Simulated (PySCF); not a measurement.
VN(OH)2 (singlet). Method: PySCF, PBE0, basis V def2-SVP, N def2-SVP, O def2-SVP, H def2-SVP (no relativity, density fitting).

Harmonic bands of its minimum:

```tsv
ω (cm⁻¹)	IR (km/mol)
123	13.2
246	7.1
325	7.5
576	0.3
591	241
659	233
681	93.9
739	89.0
837	157
1269	137
3918	266
3922	33.2
```

Q: The central atom is V. Infer the point group and assign the bands.

A: Cs. The modes span 7a' + 5a'': 123 a', 246 a', 325 a'', 576 a'', 591 a', 659 a'', 681 a', 739 a', 837 a'', 1269 a', 3918 a'', 3922 a'. The computed geometry has O–H 0.963 Å (×2), V–N 1.509 Å, V–O 1.776 Å (×2); H–O–V 123.4° (×2), N–V–O 111.5° (×2), O–V–O 122.9°.

Stability towards spin polarisation was not tested. Other isomers or separated fragments may lie lower.
